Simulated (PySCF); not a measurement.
BF₃.
InChI=1S/BF3/c2-1(3)4

The calculation used PBE0-D3(BJ)/def2-SVP geometry optimisation, gas phase in PySCF.

Take the most abundant isotopes and a rigid rotor. 

**Question.** Give the principal moments of inertia and the rotational constants in cm⁻¹.

**Answer.** Ia = 48.79, Ib = 48.95, Ic = 97.75 u·Å²; 505379 MHz·u·Å²/I gives 10358, 10324 and 5170 MHz, that is A = 0.34550, B = 0.34436, C = 0.17246 cm⁻¹.

**Question.** Classify the top.

**Answer.** An oblate symmetric top, as the point group D3h requires two equal moments; the computed ones differ by 0.33 % because the geometry is symmetric only within the optimiser's tolerance: κ = (2 × 10324 − 10358 − 5170)/(10358 − 5170) = 0.99.

**Question.** Is it planar, by Δ = Ic − Ia − Ib?

**Answer.** Planar: Δ = Ic − Ia − Ib = 0.00 u·Å². For a rigid frame Δ = −2 Σ m c², so it vanishes when all atoms lie in the ab plane; here none is more than 0.01 Å from it.

The point group D3h allows no dipole (computed: 0.01 D), so a rigid rotor has no electric-dipole lines.

**Question.** Estimate the classical rotational partition function at 10 K, 25 K and 298.15 K.

**Answer.** Point group D3h, symmetry number σ = 6; q = (√π/σ)·√((kT/h)³/(ABC)), k/h = 20836.6 MHz/K: 37.8 at 10 K, 149 at 25 K, 6150 at 298.15 K.

Not checked by PBE0-D3(BJ)/def2-SVP frequencies. Zero-point vibration and centrifugal distortion are left out.

On Arm Neoverse V1, one thread, no GPU, shared host with 32 logical CPUs at a one-minute load of 16, this took 9.1 s wall and 0.28 GiB of memory at its peak. These figures are those of the optimisation.
